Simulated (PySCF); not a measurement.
Start geometry of `B[NH][GeH3]` from GFN2-xTB (Å):
```
atom  x, y, z in Å
B1     1.6015   -0.2637   -0.2144
N2     0.4285    0.0744    0.5050
Ge3   -1.3414    0.1277   -0.0046
H4     1.4973   -0.5231   -1.3516
H5     2.6251   -0.2172    0.2985
H6     0.5681    0.3288    1.4774
H7    -2.0831   -0.8569    0.8361
H8    -1.3875   -0.2021   -1.4487
H9    -1.8506    1.5150    0.2960
```

Problem. What comes out of this run: PBE0-D3(BJ)/def2-SVP geometry optimisation, gas phase (PySCF 2.14.0)?

Solution. 
```
atom  x, y, z in Å
B1     1.573   -0.047   -0.261
N2     0.455    0.072    0.566
Ge3   -1.324    0.002    0.040
H4     1.417   -0.218   -1.451
H5     2.683    0.022    0.220
H6     0.621    0.214    1.559
H7    -2.045   -1.077    0.869
H8    -1.323   -0.343   -1.453
H9    -1.990    1.367    0.299
```

The energy falls by 15.6 kJ/mol over 7 energy and gradient evaluations, the largest force component goes from 0.0435 to 3.5e-04 Eh/bohr, and the atoms move by 0.096 Å rms after alignment. The bond that changes most is B1–H5 (three-coordinate boron to B–H hydrogen), which lengthens by 0.066 Å. Bonds longer at the end by more than 0.005 Å: 6 of 8; shorter: 1. Among the angles that change most is B1–N2–Ge3, from 131.4° to 126.6°. Rotational constants go from 34858, 3819, 3589 to 32188, 3912, 3648 MHz. The orientation of the end geometry is arbitrary; only internal coordinates are fixed.

The run used 90 basis functions and 42 SCF cycles in all. Time: 9.6 s of wall time; peak memory 0.38 GiB. Hardware: an AMD EPYC 9B45 with one thread, shared host.

PBE0-D3(BJ)/def2-SVP frequencies: not computed here.
